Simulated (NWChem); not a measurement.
System: SiCl cation, singlet

Input file for NWChem:

```
start job
memory heap 200 mb stack 900 mb global 1100 mb
charge 1
geometry units angstroms
  Si     0.000000     0.000000    -1.082329
  Cl     0.000000     0.000000     0.896538
end
basis spherical
  Si library sto-3g
  Cl library sto-3g
end
dft
  xc b3lyp
  iterations 150
end
driver
  maxiter 120
end
task dft optimize
task dft freq
```

Parts of the log:

```
             Northwest Computational Chemistry Package (NWChem) 7.3.0
             --------------------------------------------------------

 ORDER OF PRIMARY AXIS IS BEING SET TO 4
 C4V symmetry detected

                             Geometry "geometry" -> ""
                             -------------------------

 Output coordinates in angstroms (scale by  1.889725989 to convert to a.u.)

  No.       Tag          Charge          X              Y              Z
 ---- ---------------- ---------- -------------- -------------- --------------
    1 Si                  14.0000     0.00000000     0.00000000    -1.08518513
    2 Cl                  17.0000     0.00000000     0.00000000     0.89368187

 Effective nuclear repulsion energy (a.u.)      63.6445932253

      Symmetry information
      --------------------

 Group name             C4v
 Group number             18
 Group order               8
 No. of unique centers     2

                                Z-matrix (autoz)
                                --------

 Units are Angstrom for bonds and degrees for angles

      Type          Name      I     J     K     L     M      Value
      ----------- --------  ----- ----- ----- ----- ----- ----------
    1 Stretch                  1     2                       1.97887

                           NWChem Geometry Optimization
                           ----------------------------

 maximum gradient threshold         (gmax) =   0.000450
 rms gradient threshold             (grms) =   0.000300
 maximum cartesian step threshold   (xmax) =   0.001800
 rms cartesian step threshold       (xrms) =   0.001200
 fixed trust radius                (trust) =   0.300000
 source of zmatrix                         =   autoz

          -------------------
          Energy Minimization
          -------------------

 Using diagonal initial Hessian
 Scaling for Hessian diagonals: bonds = 1.00  angles = 0.25  torsions = 0.10

          --------
          Step   0

                                 NWChem DFT Module
                                 -----------------

 Summary of "ao basis" -> "ao basis" (spherical)
 ------------------------------------------------------------------------------
       Tag                 Description            Shells   Functions and Types
 ---------------- ------------------------------  ------  ---------------------
 Si                          sto-3g                  5        9   3s2p
 Cl                          sto-3g                  5        9   3s2p

      Symmetry analysis of basis
      --------------------------

        a1         10
        a2          0
        b1          0
        b2          0
        e           8

            General Information
            -------------------
          SCF calculation type: DFT
          Wavefunction type:  closed shell.
          No. of atoms     :     2
          No. of electrons :    30
           Alpha electrons :    15
            Beta electrons :    15
          Charge           :     1
          Spin multiplicity:     1
          Use of symmetry is: on ; symmetry adaption is: on
          Maximum number of iterations: 150
          AO basis - number of functions:    18
                     number of shells:    10
          Convergence on energy requested:  1.00D-06
          Convergence on density requested:  1.00D-05
          Convergence on gradient requested:  5.00D-04

              XC Information
              --------------
                         B3LYP Method XC Potential
                     Hartree-Fock (Exact) Exchange  0.200
                        Slater Exchange Functional  0.800 local
                    Becke 1988 Exchange Functional  0.720 non-local
              Lee-Yang-Parr Correlation Functional  0.810
                  VWN I RPA Correlation Functional  0.190 local

             Grid Information
             ----------------
          Grid used for XC integration:  medium
          Radial quadrature: Mura-Knowles
          Angular quadrature: Lebedev.
          Tag              B.-S. Rad. Rad. Pts. Rad. Cut. Ang. Pts.
          ---              ---------- --------- --------- ---------
          Si                  1.10       88           6.0       590
          Cl                  1.00       88           7.0       590
          Grid pruning is: on
          Number of quadrature shells:   176
          Spatial weights used:  Erf1

      Superposition of Atomic Density Guess
      -------------------------------------

 Sum of atomic energies:        -740.00251381

 Renormalizing density from      31.00 to     30

      Non-variational initial energy
      ------------------------------

 Total energy =    -725.032626
 1-e energy   =   -1119.668252
 2-e energy   =     330.991032
 HOMO         =      -0.598458
 LUMO         =      -0.191028

      Symmetry analysis of molecular orbitals - initial
      -------------------------------------------------

  Numbering of irreducible representations:

     1 a1          2 a2          3 b1          4 b2          5 e

  Orbital symmetries:

     1 a1          2 a1          3 a1          4 a1          5 e
     6 e           7 a1          8 a1          9 e          10 e
    11 a1         12 a1         13 e          14 e          15 a1
    16 e          17 e          18 a1

   convergence    iter        energy       DeltaE   RMS-Dens  Diis-err
 ---------------- ----- ----------------- --------- --------- ---------
 d= 0,ls=0.0,diis     1   -740.9387245791 -8.05D+02  2.05D-01  4.53D-01
 d= 0,ls=0.0,diis     2   -739.4845985714  1.45D+00  1.39D-01  8.82D+00
 d= 0,ls=0.0,diis     3   -741.0683130489 -1.58D+00  1.62D-02  4.19D-02
 d= 0,ls=0.0,diis     4   -741.0786949684 -1.04D-02  6.65D-04  6.11D-05
 d= 0,ls=0.0,diis     5   -741.0787109292 -1.60D-05  3.73D-05  5.58D-08
 d= 0,ls=0.0,diis     6   -741.0787109481 -1.89D-08  1.34D-05  2.43D-08
 d= 0,ls=0.0,diis     7   -741.0787109543 -6.13D-09  5.19D-07  2.17D-11

         Total DFT energy =     -741.078710954258
      One electron energy =    -1144.175625434387
           Coulomb energy =      388.132745131333
    Exchange-Corr. energy =      -48.680423876483
 Nuclear repulsion energy =       63.644593225279

 Numeric. integr. density =       30.000000130778

                  Occupations of the irreducible representations
                  ----------------------------------------------

                     irrep           alpha         beta
                     --------     --------     --------
                     a1                9.0          9.0
                     a2                0.0          0.0
                     b1                0.0          0.0
                     b2                0.0          0.0
                     e                 6.0          6.0

                       DFT Final Molecular Orbital Analysis
                       ------------------------------------

 Vector   13  Occ=2.000000D+00  E=-5.752045D-01  Symmetry=e
              MO Center= -1.2D-22, -3.8D-23,  6.8D-01, r^2= 1.3D+00
   Bfn.  Coefficient  Atom+Function         Bfn.  Coefficient  Atom+Function
  ----- ------------  ---------------      ----- ------------  ---------------
    16      0.905839  2 Cl px                17      0.285275  2 Cl py
     7      0.275404  1 Si px                12     -0.251236  2 Cl px
     3     -0.102446  1 Si px                 8      0.086733  1 Si py
    13     -0.079122  2 Cl py                 4     -0.032263  1 Si py

 Vector   14  Occ=2.000000D+00  E=-5.752045D-01  Symmetry=e
              MO Center= -4.9D-24,  1.6D-23,  6.8D-01, r^2= 1.3D+00
   Bfn.  Coefficient  Atom+Function         Bfn.  Coefficient  Atom+Function
  ----- ------------  ---------------      ----- ------------  ---------------
    17      0.905839  2 Cl py                16     -0.285275  2 Cl px
     8      0.275404  1 Si py                13     -0.251236  2 Cl py
     4     -0.102446  1 Si py                 7     -0.086733  1 Si px
    12      0.079122  2 Cl px                 3      0.032263  1 Si px

 Vector   15  Occ=2.000000D+00  E=-5.550874D-01  Symmetry=a1
              MO Center= -8.5D-18, -1.4D-17, -4.7D-01, r^2= 2.8D+00
   Bfn.  Coefficient  Atom+Function         Bfn.  Coefficient  Atom+Function
  ----- ------------  ---------------      ----- ------------  ---------------
    18      0.691648  2 Cl pz                 6      0.685749  1 Si s
     9     -0.410978  1 Si pz                 2     -0.193226  1 Si s
    14     -0.190302  2 Cl pz                 5      0.167840  1 Si pz
    15      0.089749  2 Cl s                  1      0.056364  1 Si s
    11     -0.025349  2 Cl s

 Vector   16  Occ=0.000000D+00  E=-3.102346D-01  Symmetry=e
              MO Center= -4.7D-23,  7.4D-23, -8.8D-01, r^2= 1.7D+00
   Bfn.  Coefficient  Atom+Function         Bfn.  Coefficient  Atom+Function
  ----- ------------  ---------------      ----- ------------  ---------------
     8      0.849469  1 Si py                 7     -0.534017  1 Si px
    17     -0.350673  2 Cl py                 4     -0.287151  1 Si py
    16      0.220450  2 Cl px                 3      0.180517  1 Si px
    13      0.091053  2 Cl py                12     -0.057240  2 Cl px

 Vector   17  Occ=0.000000D+00  E=-3.102346D-01  Symmetry=e
              MO Center=  5.4D-23,  3.4D-23, -8.8D-01, r^2= 1.7D+00
   Bfn.  Coefficient  Atom+Function         Bfn.  Coefficient  Atom+Function
  ----- ------------  ---------------      ----- ------------  ---------------
     7      0.849469  1 Si px                 8      0.534017  1 Si py
    16     -0.350673  2 Cl px                 3     -0.287151  1 Si px
    17     -0.220450  2 Cl py                 4     -0.180517  1 Si py
    12      0.091053  2 Cl px                13      0.057240  2 Cl py

 Vector   18  Occ=0.000000D+00  E=-1.120626D-01  Symmetry=a1
              MO Center=  3.6D-18,  5.6D-19, -5.3D-01, r^2= 1.9D+00
   Bfn.  Coefficient  Atom+Function         Bfn.  Coefficient  Atom+Function
  ----- ------------  ---------------      ----- ------------  ---------------
     9      1.124795  1 Si pz                18      0.815483  2 Cl pz
    15     -0.475641  2 Cl s                  6      0.422506  1 Si s
     5     -0.335104  1 Si pz                14     -0.188473  2 Cl pz
     2     -0.083188  1 Si s                 11      0.056946  2 Cl s
     1      0.026107  1 Si s

[...]

      ----------------------
      Optimization converged
      ----------------------

  Step       Energy      Delta E   Gmax     Grms     Xrms     Xmax
  ---- ---------------- -------- -------- -------- -------- --------
@    3    -741.08053658 -1.7D-10  0.00000  0.00000  0.00001  0.00001
                                     ok       ok       ok       ok

                                Z-matrix (autoz)
                                --------

 Units are Angstrom for bonds and degrees for angles

      Type          Name      I     J     K     L     M      Value     Gradient
      ----------- --------  ----- ----- ----- ----- ----- ---------- ----------
    1 Stretch                  1     2                       2.03799   -0.00000

                         Geometry "geometry" -> "geometry"
                         ---------------------------------

 Output coordinates in angstroms (scale by  1.889725989 to convert to a.u.)

  No.       Tag          Charge          X              Y              Z
 ---- ---------------- ---------- -------------- -------------- --------------
    1 Si                  14.0000     0.00000000     0.00000000    -1.11474750
    2 Cl                  17.0000     0.00000000     0.00000000     0.92324424

 Effective nuclear repulsion energy (a.u.)      61.7981821779

      Symmetry information
      --------------------

 Group name             C4v
 Group number             18
 Group order               8
 No. of unique centers     2

                Final and change from initial internal coordinates
                --------------------------------------------------

                                Z-matrix (autoz)
                                --------

 Units are Angstrom for bonds and degrees for angles

      Type          Name      I     J     K     L     M      Value       Change
      ----------- --------  ----- ----- ----- ----- ----- ---------- ----------
    1 Stretch                  1     2                       2.03799    0.05912

 ==============================================================================
                                internuclear distances
 ------------------------------------------------------------------------------
       center one      |      center two      | atomic units |  angstroms
 ------------------------------------------------------------------------------
    2 Cl               |   1 Si               |     3.85125  |     2.03799
 ------------------------------------------------------------------------------
                         number of included internuclear distances:          1
 ==============================================================================

[second-derivative integrals and response iterations left out]

  Vibrational analysis via the FX method

  See chapter 2 in "Molecular Vibrations" by Wilson, Decius and Cross

  Vib: Default input used

 ---------------------------- Atom information ----------------------------
     atom    #        X              Y              Z            mass
 --------------------------------------------------------------------------
    Si       1  0.0000000D+00  0.0000000D+00 -2.1065673D+00  2.7976930D+01
    Cl       2  0.0000000D+00  0.0000000D+00  1.7446786D+00  3.4968850D+01
 --------------------------------------------------------------------------

[unprojected Hessian and modes left out]

        Vibrational analysis via the FX method
  --- with translations and rotations projected out ---
  --- via the Eckart algorithm                      ---
 Dependent rotation vector no.                    3
  found in ECKART; assuming linear geometry
 Projected Nuclear Hessian trans-rot subspace norm:7.7037D-34
                         (should be close to zero!)

[projected Hessian left out]

 Rotational Constants
 --------------------
 A=   0.000000 cm-1  (  0.000000 K)
 B=   0.261144 cm-1  (  0.375720 K)
 C=   0.261144 cm-1  (  0.375720 K)

 Temperature                      =   298.15K
 frequency scaling parameter      =   1.0000

 Linear Molecule

 Zero-Point correction to Energy  =    0.967 kcal/mol  (  0.001541 au)
 Thermal correction to Energy     =    2.524 kcal/mol  (  0.004023 au)
 Thermal correction to Enthalpy   =    3.117 kcal/mol  (  0.004967 au)

 Total Entropy                    =   53.904 cal/mol-K
   - Translational                =   38.321 cal/mol-K (mol. weight =  62.9458)
   - Rotational                   =   15.248 cal/mol-K (symmetry #  =        1)
   - Vibrational                  =    0.335 cal/mol-K

 Cv (constant volume heat capacity) =    5.840 cal/mol-K
   - Translational                  =    2.979 cal/mol-K
   - Rotational                     =    1.986 cal/mol-K
   - Vibrational                    =    0.874 cal/mol-K

[normal modes left out]

 ----------------------------------------------------------------------------
 Normal Eigenvalue ||           Projected Infra Red Intensities
  Mode   [cm**-1]  || [atomic units] [(debye/angs)**2] [(KM/mol)] [arbitrary]
 ------ ---------- || -------------- ----------------- ---------- -----------
    1       -0.000 ||    0.015887           0.367        15.487       5.758
    2        0.000 ||    0.032793           0.757        31.968      11.886
    3        0.000 ||    0.032793           0.757        31.968      11.886
    4        0.000 ||    0.000051           0.001         0.050       0.018
    5        0.000 ||    0.000051           0.001         0.050       0.018
    6      676.847 ||    0.083958           1.937        81.846      30.432
 ----------------------------------------------------------------------------
```

Level: B3LYP/STO-3G. Low-valent species are run as closed-shell singlets; no triplet was tried in these runs.
